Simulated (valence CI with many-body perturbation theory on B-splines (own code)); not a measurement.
## Ag²⁴⁺: calculated level list

Computed by valence CI with perturbative core correlation (CI+MBPT): five valence electrons over a frozen Dirac-Fock core [Ar], a basis of 7 s, 7 p, 8 d, 6 f, 4 g, 1 h functions for each j, with the one-electron correlation potential Σ1 (screened to all orders), the two-electron term Σ2, the three-electron term Σ3, Breit, model QED; selected single and double excitations, second order for the rest (own B-spline code, finite nucleus).

No measured levels were compared; by estimate terms of the open shell hold to 2 to 4 % of their energy, and close levels can change places. Core correlation moves these levels by up to 13000 cm⁻¹, and in measured spectra 5 to 20 % of such shifts remained as error; rates that hang on mixing are uncertain with them. Only levels of the ground parity were solved; by the run's estimate the other parity begins above the list, which can be wrong where configurations are misplaced.

Levels 1 to 37 of 37, with energies above the lowest level, 3d5 6S_5/2. "Leading %" is the weight of the configuration and term that name the level; weights of strongly mixed levels are sums over their largest components and can fall short. Lifetimes count E1, E2, E3, M1 and M2 decay at the calculated energies, and are blank where another channel may lead or the interval is too uncertain; long ones can be off by a factor of two.

| No. | Configuration | Term | J | E (cm⁻¹) | Leading % | g | Second component | Lifetime |
| --- | --- | --- | --- | --- | --- | --- | --- | --- |
| 1 | 3d5 | 6S | 5/2 | 0 | 83 | 1.922 | 14 % 3d5 4P |  |
| 2 | 3d5 | 4G | 5/2 | 85879 | 27 | 1.057 | 21 % 3d5 2F | 291 μs |
| 3 | 3d5 | 4G | 7/2 | 114140 | 64 | 1.083 | 14 % 3d5 2F | 1.52 ms |
| 4 | 3d5 | 4P | 3/2 | 118060 | 47 | 1.387 | 42 % 3d5 4D | 158 μs |
| 5 | 3d5 | 4G | 11/2 | 118130 | 77 | 1.217 | 18 % 3d5 2H |  |
| 6 | 3d5 | 4G | 5/2 | 123230 | 43 | 1.059 | 24 % 3d5 4D | 224 μs |
| 7 | 3d5 | 4G | 9/2 | 125300 | 83 | 1.165 | 8 % 3d5 4F | 20.1 ms |
| 8 | 3d5 | 4P | 1/2 | 134240 | 67 | 1.915 | 26 % 3d5 4D | 5.14 ms |
| 9 | 3d5 | 4D | 7/2 | 153050 | 66 | 1.298 | 22 % 3d5 4G | 582 μs |
| 10 | 3d5 | 4D | 5/2 | 161140 | 36 | 1.271 | 30 % 3d5 2D | 199 μs |
| 11 | 3d5 | 2I | 11/2 | 174130 | 71 | 0.998 | 16 % 3d5 4G | 503 μs |
| 12 | 3d5 | 4D | 1/2 | 175220 | 73 | 0.690 | 24 % 3d5 4P | 310 μs |
| 13 | 3d5 | 4D | 3/2 | 179350 | 47 | 1.303 | 34 % 3d5 4P | 217 μs |
| 14 | 3d5 | 2F | 7/2 | 182160 | 44 | 1.123 | 28 % 3d5 4F | 775 μs |
| 15 | 3d5 | 2I | 13/2 | 190110 | 100 | 1.073 |  | 3.26 ms |
| 16 | 3d5 | 2G | 9/2 | 190990 | 47 | 1.158 | 28 % 3d5 4F | 530 μs |
| 17 | 3d5 | 4F | 3/2 | 190990 | 48 | 0.733 | 38 % 3d5 2D | 131 μs |
| 18 | 3d5 | 2F | 5/2 | 200910 | 29 | 1.052 | 22 % 3d5 4F | 94.1 μs |
| 19 | 3d5 | 4F | 5/2 | 222720 | 35 | 1.093 | 30 % 3d5 2F | 113 μs |
| 20 | 3d5 | 2H | 9/2 | 223390 | 54 | 1.095 | 44 % 3d5 4F | 132 μs |
| 21 | 3d5 | 2G | 7/2 | 232630 | 55 | 1.014 | 30 % 3d5 2F | 416 μs |
| 22 | 3d5 | 2D | 3/2 | 243690 | 51 | 0.680 | 42 % 3d5 4F | 213 μs |
| 23 | 3d5 | 2F | 5/2 | 245230 | 51 | 1.010 | 21 % 3d5 4F | 117 μs |
| 24 | 3d5 | 2F | 7/2 | 247950 | 59 | 1.095 | 24 % 3d5 2G | 109 μs |
| 25 | 3d5 | 4F | 7/2 | 264770 | 43 | 1.159 | 40 % 3d5 2F | 158 μs |
| 26 | 3d5 | 2H | 11/2 | 265530 | 70 | 1.061 | 23 % 3d5 2I |  |
| 27 | 3d5 | 2S | 1/2 | 268250 | 83 | 1.947 | 9 % 3d5 4P | 111 μs |
| 28 | 3d5 | 2G | 9/2 | 270190 | 49 | 1.093 | 29 % 3d5 2H | 212 μs |
| 29 | 3d5 | 2D | 5/2 | 294320 | 52 | 1.074 | 33 % 3d5 2F | 67.0 μs |
| 30 | 3d5 | 2D | 3/2 | 299510 | 88 | 0.822 | 8 % 3d5 4D | 69.2 μs |
| 31 | 3d5 | 2D | 5/2 | 324870 | 65 | 1.124 | 23 % 3d5 2F | 72.0 μs |
| 32 | 3d5 | 2G | 9/2 | 333200 | 98 | 1.108 |  |  |
| 33 | 3d5 | 2G | 7/2 | 345200 | 87 | 0.919 | 12 % 3d5 2F |  |
| 34 | 3d5 | 2P | 3/2 | 382280 | 82 | 1.235 | 17 % 3d5 2D |  |
| 35 | 3d5 | 2P | 1/2 | 404400 | 91 | 0.771 | 8 % 3d5 2S |  |
| 36 | 3d5 | 2D | 5/2 | 433970 | 96 | 1.193 |  | 48.3 μs |
| 37 | 3d5 | 2D | 3/2 | 448220 | 82 | 0.882 | 17 % 3d5 2P | 51.6 μs |

Names give the largest LS component (configuration and term), which can be under half, so a name can repeat, a term be missing and a line seem to break the LS rules; names also repeat where a configuration has a term twice.

The ionisation energy to 3d4 5D_0 of the next ion comes out as 1230.7 eV (NIST: 1231 ± 4 eV (theoretical)). All 37 levels together are meant to be complete up to 466260 cm⁻¹.
